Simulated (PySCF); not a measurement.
# RhI₃, singlet: structure and spectrum

All numbers come from PBE0 in PySCF with Rh def2-SVP with ECP28, I def2-SVP with ECP28; scalar-relativistic core potentials, no spin–orbit coupling; density-fitted integrals.

The structure is a saddle point with 1 imaginary mode.

Coordinates in bohr (charge 0 multiplicity 1):
```
Rh    0.0000    0.0000   -1.0739
I     0.0000    0.0000    3.7716
I     4.7005    0.0000   -1.4512
I    -4.7005    0.0000   -1.4512
```

```
Point group                                                                   : C2v
Bond lengths                                                                  : Rh–I 2.495 Å (×2), Rh–I 2.564 Å
Bond angles                                                                   : I–Rh–I 94.6° (×2), I–Rh–I 170.8°
Lowest empty level                                                            : -5.69 eV
Dipole moment                                                                 : 1.84 D
Principal polarisabilities                                                    : 98.8, 119.6, 299.3 bohr³
Atomisation energy without zero-point energy                                  : 567 kJ/mol
Principal quadrupole moments (Buckingham, traceless) about the centre of mass : -2.81, -2.70, 5.50 D Å
Zero-point energy (real modes)                                                : 4.7 kJ/mol
Highest occupied level                                                        : -6.92 eV
Rotational constants                                                          : 0.02449, 0.01073, 0.007463 cm⁻¹
```

Harmonic modes (masses in u: Rh 102.906, I 126.904):
```csv
symmetry,ω (cm⁻¹),IR (km/mol)
b1,365i,–
b2,63,1.0
a1,80,0.3
a1,169,0.1
a1,234,0.0
b2,245,215
```

In C2v the vibrations span b1 + 2b2 + 3a1. Here b1 is antisymmetric to the molecular plane and b2 lies in it.

Charges (e):
```tsv
atom	Mulliken	Löwdin	polar tensor	Mayer order to Rh1
Rh1	-0.15	-1.07	2.24	–
I2	-0.04	0.25	-0.14	1.08
I3,4	0.09	0.41	-1.05	1.34
```
Other Mayer orders above 0.3: I–I 0.31.

Mulliken populations on Rh1 (electrons outside its core potential): s 2.64, p 6.44, d 8.07, f 0.00.

Outer orbital energies (eV). occupied: -9.17, -9.08, -8.53, -8.51, -8.16, -7.39, -6.96, -6.92; empty: -5.69, -4.05, -0.26, 0.32.

Stability towards spin polarisation was not tested. Only a few start shapes were tried, so a lower isomer may exist. At this level a singlet minimum of C3v symmetry lies 81 kJ/mol below this structure. The small gap makes a closed-shell description doubtful.

The final relaxation and frequency run took of the order of 4 core-minutes on a shared host.
